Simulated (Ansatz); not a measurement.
`CC(O)(F)[SeH]` + `[Cl][GeH]([Cl])[Cl]` → `[Cl][Ge]([Cl])([Cl])[SeH]` + `CC(O)F`  (formal exchange of groups at the Se–C bond)

Program: Ansatz. Geometries: PBE0-D4/def2-TZVP. ΔE: electronic, gas phase. CBS: MP2 limit from def2 TZ/QZ plus the TZ coupled-cluster correction, frozen cores. Functionals use def2-TZVPP. B3LYP here is the variant with VWN-RPA as its local correlation; programs differ in this. For Ge, Se outer-core shells are correlated without core-valence functions, which leaves a few kJ/mol of doubt a bond. Scalar relativity is left out up to krypton. Each species was taken in one conformer, which may not be the lowest.

```json
{"level": "PBE0-D4", "ΔE (kJ/mol)": "-105.1"}
{"level": "ωB97X-V", "ΔE (kJ/mol)": "-99.8"}
{"level": "B3LYP", "ΔE (kJ/mol)": "-103.4"}
{"level": "MP2/def2-TZVPP", "ΔE (kJ/mol)": "-106.3"}
{"level": "SCS-MP2/def2-TZVPP", "ΔE (kJ/mol)": "-104.6"}
{"level": "HF/def2-QZVPP", "ΔE (kJ/mol)": "-112.0"}
{"level": "MP2/def2-QZVPP", "ΔE (kJ/mol)": "-106.7"}
{"level": "HF/CBS(def2)", "ΔE (kJ/mol)": "-111.9"}
```

Question: What does CCSD(T)/CBS give? (Best estimate.)

Answer: Computed: -102.6 kJ/mol. The listed levels differ from it by -2.5, 2.8, -0.8, -3.7, -2.0, -9.4, -4.1, -9.3 kJ/mol.

Largest T1 diagnostic among the species: 0.011.

From PBE to PBE0 (25 % exact exchange), in def2-TZVPP and without D4, ΔE moves by −5.1 kJ/mol. In def2-TZVPP, CCSD(T) changes the Hartree–Fock value by +11.2 kJ/mol (the triples alone add +2.1 kJ/mol) and MP2 by +6.4 kJ/mol.
